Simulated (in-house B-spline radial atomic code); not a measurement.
Zn. Computed with a B-spline radial atomic code. Model: all-electron spherical atom, spin shells full or empty, radial basis limit, no spin-orbit coupling: exact exchange with a local potential (Slater, KLI or optimised effective potential, whose far tail is KLI's), no correlation.

The run also made RPA and GW results, which its time includes.

The Slater potential averages the orbital exchange potentials with the orbital densities as weights, KLI adds orbital constants, and the optimised effective potential minimises the exact-exchange energy among local potentials. So their energies lie above Hartree-Fock in the order OEP, KLI, Slater. All fall off as −1/r, unlike LDA and GGA exchange.

Command:
```bash
python run_gw.py task.json out
```
Settings (nuclear radius in fm, other lengths in bohr, energies in hartree):
```
Z                      30
electrons              30
configuration          [Ar] 3d10 4s2
hamiltonian            x2c
method                 kli
lmax                   9
rms_radius             3.9283
spin_polarised         False
box_radius             40
intervals              109
ion_configuration      [Ar] 3d10 4s1
```

Cost of the run: 25 s on 1 thread of Arm Neoverse N1, with other jobs on the host.

Given: hamiltonian one-electron scalar X2C; mean-field start exchange-only KLI.

Computed: energy above Hartree-Fock 18.192 millihartree.

```csv
radius (bohr),r times exchange potential (hartree bohr)
0.00167,-0.041276
0.0021,?
0.00263,-0.064734
0.00331,-0.081161
0.00416,-0.10144
0.00523,-0.12649
0.00658,-0.15722
0.00827,-0.19416
0.0104,-0.23803
0.0131,-0.28904
0.0164,-0.3441
0.0207,-0.40386
0.026,-0.45985
0.0326,-0.50543
0.041,-0.53241
0.0516,-0.53423
0.0648,-0.52339
0.0815,-0.54845
0.102,-0.64628
0.129,?
0.162,-0.89589
0.204,-0.9283
0.256,-0.85964
0.322,-0.77224
0.404,-0.89529
0.508,-1.1433
0.639,-1.3183
0.804,-1.3516
1.01,-1.2443
1.27,-1.0548
1.6,-0.87663
2.01,-0.80169
2.52,-0.82805
3.17,-0.89124
3.99,-0.94385
5.01,-0.97421
6.3,-0.98895
```

Question: What belongs in the row 0.0021?

Answer: r times exchange potential (hartree bohr): -0.051814.

Question: What belongs in the row 0.129?

Answer: r times exchange potential (hartree bohr): -0.78687.

```
occupied  level (hartree)  Hartree-Fock level (hartree)
      1s          -349.67                       -357.57
      2s          -42.613                        -45.33
      2p                ?                             ?
      3s          -4.9072                       -5.7978
      3p            -3.22                       -3.8761
      3d         -0.50822                      -0.76135
      4s         -0.29804                      -0.29855
```

Question: What belongs in the row 2p?

Answer: level (hartree): -36.955; Hartree-Fock level (hartree): -39.136.

```json
{"empty": "4p", "level (hartree)": "-0.13395"}
{"empty": "5s", "level (hartree)": "-0.089544"}
{"empty": "5p", "level (hartree)": "-0.057844"}
```

The highest level, 4s, differs from Hartree-Fock by +0.014 eV and the deepest, 1s, by +215 eV: a local potential can match the highest level but can't give each shell its own exchange.
